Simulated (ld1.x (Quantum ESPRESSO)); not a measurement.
**promethium (Pm) PAW: all-electron and pseudo phase curves**

* Element: Pm (Z = 61)
* Generator: ld1.x (Quantum ESPRESSO) 7.5
* Type: PAW
* Functional: LDA (PZ)
* Relativity: scalar-relativistic
* Frozen core: [Kr] 4d10
* Valence charge: 15
* Reference configuration: 4f5 5s2 5p6 5d0 6s2 6p0
* Partial waves: 5s (bound): rcut 1.85, rcutus 2.15 bohr; 6s (bound): rcut 1.85, rcutus 2.15 bohr; 5p (bound): rcut 2.20, rcutus 2.85 bohr; 6p (bound, empty): rcut 2.20, rcutus 2.85 bohr; 5d (bound, empty): rcut 3.15, rcutus 3.65 bohr; 5d channel at 5.2 Ry: rcut 3.15, rcutus 3.65 bohr; 4f (bound): rcut 0.80, rcutus 1.10 bohr; 4f channel at 0.4 Ry: rcut 0.80, rcutus 1.10 bohr
* Local potential: all-electron potential smoothed inside 3.45 bohr (lloc = -2)
* Core correction: a·sin(br)/r model core inside 0.95 bohr
* Augmentation charge: GAUSS, radius 0.60 bohr

The phase is arctan(r·u′/u) with u = r·R(r), unwrapped; energies in Ry, scanned from -5 to 5 Ry. A pole is an energy at which the radial function vanishes at the test radius. The pseudo phase is shifted by a multiple of π to meet the all-electron one at the reference energy, and phase errors are pseudo minus all-electron; the curves can meet again beyond the range given. Levels narrower than the energy grid can be missing from the lists of poles. n/a: not evaluated, since a narrow level or a reset projector energy made the automatic matching unsafe.

```
channel  radius (bohr)  reference energy (Ry)  poles, all-electron  poles, pseudo  unbroken range about the reference energy with phases within 0.05 rad  phase error 1 Ry above the reference energy (rad)
      s           3.94                  -0.27           0.69, 4.78     0.69, 4.68                                                                    n/a                                                n/a
      p           3.94                  -0.09          -1.65, 1.45    -1.65, 1.45                                                              below 3.2                                             +0.000
      d           3.94                  -0.14           0.14, 2.90     0.20, 3.70                                                              below 0.2                                             +0.222
      f           3.94                  -0.17          -0.16, 1.92    -0.16, 1.96                                                              below 2.7                                             +0.003
```

Phases in the d channel:

```tsv
E (Ry)	all-electron	pseudo
-5.00	1.456	1.457
-4.74	1.453	1.454
-4.48	1.449	1.451
-4.22	1.446	1.447
-3.96	1.441	1.444
-3.70	1.437	1.439
-3.44	1.432	1.434
-3.18	1.426	1.429
-2.92	1.419	1.423
-2.66	1.412	1.416
-2.40	1.403	1.408
-2.14	1.392	1.398
-1.88	1.379	1.386
-1.62	1.362	1.371
-1.36	1.340	1.352
-1.10	1.308	1.323
-0.84	1.256	1.276
-0.58	1.146	1.175
-0.32	0.701	0.745
-0.06	-1.236	-1.226
0.20	-1.613	-1.570
0.46	-1.752	-1.672
0.72	-1.887	-1.737
0.98	-2.131	-1.796
1.24	-2.879	-1.869
1.50	-4.012	-1.979
1.76	-4.391	-2.189
2.02	-4.535	-2.718
2.28	-4.611	-3.704
2.54	-4.662	-4.239
2.80	-4.699	-4.451
3.06	-4.731	-4.561
3.32	-4.762	-4.632
3.58	-4.794	-4.688
3.84	-4.832	-4.740
4.10	-4.884	-4.798
4.36	-4.969	-4.883
4.62	-5.154	-5.055
4.88	-5.804	-5.677
```
